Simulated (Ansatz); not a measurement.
`N[CH2][SnH2][NH2]` + H₂ → `[NH2][SnH3]` + CH₃NH₂ at 700 K and 1 bar (hydrogenolysis of the Sn–C bond).

Gas-phase electronic energies from Ansatz, PBE0-D4/def2-TZVP geometries. CBS: MP2 limit from def2 TZ/QZ plus the TZ coupled-cluster correction, frozen cores. This one scheme is used for every species. Elements past krypton have def2 core potentials. For Sn outer-core shells are correlated without core-valence functions, which leaves a few kJ/mol of doubt a bond. One conformer a species, not always the lowest.

```
            species  CCSD(T)/CBS energy (Eh)  H − E (kJ/mol)  S (J/(mol·K))
`N[CH2][SnH2][NH2]`               -366.27700           329.7          493.8
                 H₂                 -1.17544            46.8          155.3
      `[NH2][SnH3]`               -271.71442           171.8          369.2
             CH₃NH₂                -95.75281           207.6          296.6
```

H − E and S are ideal-gas, rigid-rotor, harmonic terms from PBE0-D4/def2-TZVP, for one conformer and one mirror image of each species. The MP2-based limit puts H₂ 0.8 mEh under its directly extrapolated value; such offsets cancel only in part. 1 Eh = 2625.50 kJ/mol, R = 8.31446 J/(mol·K).

Question: By hand: ΔE, ΔH, ΔS and ΔG.

Answer: ΔE = (-271.71442) + (-95.75281) − (-366.27700) − (-1.17544) = -0.01479 Eh = -38.8 kJ/mol. Δ(H − E) = 171.8 + 207.6 − 329.7 − 46.8 = 2.9, so ΔH = -35.9 kJ/mol. ΔS = 369.2 + 296.6 − 493.8 − 155.3 = 16.7 J/(mol·K). ΔG = -35.9 − 700 × (16.7)/1000 = -47.6 kJ/mol.

Question: By hand: the equilibrium constant, and the temperature at which ΔG would vanish if ΔH and ΔS stayed fixed.

Answer: log₁₀ K = −ΔG/(RT ln 10) = 3.6. ΔH and −TΔS have one sign here, so there is no such temperature.

ΔH outweighs TΔS. A doubt of 5 kJ/mol in ΔE shifts log₁₀ K by 0.4 here. Other conformers and mirror images would add mixing entropy, several J/(mol·K) or more a flexible species. Modes under 60 cm⁻¹, often nearly free rotors, make the harmonic entropy too high. These are equilibria of isolated gas molecules and say nothing of rates. Largest T1 diagnostic: 0.013 (customary marks: 0.02 for closed shells, 0.045 for open ones).
